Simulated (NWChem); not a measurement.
System: CHS2 cation; SMILES C(=S)=[SH+]

```xyz
4

S      0.0156    -1.6026     0.0000
C     -0.0246    -0.0956     0.0000
S      0.0750     1.5415     0.0000
H     -1.2790     1.7232     0.0000
```
Atoms are numbered in this order, from 1.

Results from NWChem. Geometry: optimised at PBE0/def2-SVP. Level: M06-2X/def2-SVP with SMD (1 M gas to 1 M solution), gas-phase geometry. Reactions with the solvent are ignored.

Problem. Order these by “solvation free energy (kcal/mol)”, lowest first: cyclohexane; water; anisole.

Solution. water (-54.3), anisole (-44.2), cyclohexane (-29.6)
